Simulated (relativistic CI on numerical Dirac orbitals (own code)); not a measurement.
**Hyperfine structure of Re II, mass number 187**

Method of calculation: Dirac-Coulomb-Breit CI, orbitals from a KLI potential per configuration, model QED, valence Slater integrals scaled by 0.85, P86 correlation energy added to each configuration (own radial code, finite nucleus).

CI space (outside the closed core [Xe] 4f14): 5d5 6s, 5d4 6s2, 5d6, 5d4 6s 6p, 5d5 6p, 5d5 6d, 5d3 6s 6p2, 5d3 6s2 6p, 5d5 6f, 5d5 7s, 5d5 7p, 5d4 6s 7s, 5d5 8s, 5d3 6s2 6d, 5d4 7s2. Levels of other configurations are missing.

Nuclear spin I = 5/2, μ = 3.209 μN, Q = 1.94 b (tables of Stone and Pyykkö). The electronic factors are computed for point nuclear moments, without core polarisation; leaving it out makes A of s and p electrons in near-neutral atoms 20 to 40 % too small, and it can dominate for d and f shells.

| Level | E (cm⁻¹) | A (MHz) | B (MHz) |
| --- | --- | --- | --- |
| 5d5 6s 7S_3 | 0.0 | 5624 | -23.4 |
| 5d6 5D_4 | 15077.7 | 1639 | 1120 |
| 5d5 6s 5G_3 | 20675.8 | 2290 | 585 |
| 5d5 6s 5G_4 | 21739.0 | 2461 | 1010 |
| 5d5 6s 5G_6 | 21989.1 | 3536 | -80.6 |
| 5d5 6s 5G_5 | 22136.7 | 3037 | 766 |

Levels with J = 0, under 50 % of one LS term, or S terms without an open s electron are left out. Small factors come from cancelling terms and can be off by tens of per cent or more.

For a near-neutral ion this model can misplace configurations by up to about 10,000 cm⁻¹ (more where the count of f electrons changes) and terms by 10 to 25 % of their spread. Rates follow the energies as ν³ (E1, M1) or ν⁵ (E2), so they and the lifetimes can be off by large factors. The fine structure of a lone outer electron comes out too small, for d and f at times inverted, and misplaced configurations move strength between like terms. 5 of the 11 excited levels that our extract of the measured tables holds in this range could be paired (the sources list more); they are missed by 1075 cm⁻¹ on average and 1536 at most, and levels without a partner can miss by more. Some levels of the ground configuration have no partner and can miss by 10 % or more.

Problem. Give the hyperfine levels of 5d5 6s 7S_3 relative to its centre of gravity.

Solution. With K = F(F + 1) − I(I + 1) − J(J + 1), E = AK/2 + B[¾K(K + 1) − I(I + 1)J(J + 1)]/[2I(2I − 1)J(2J − 1)]: F = 1/2: -56250, F = 3/2: -47810, F = 5/2: -33740, F = 7/2: -14050, F = 9/2: 11250, F = 11/2: 42170 MHz.

LS names give the leading component of a level, which can be under half, so a name can repeat, a term be missing and a line seem to break the LS rules.
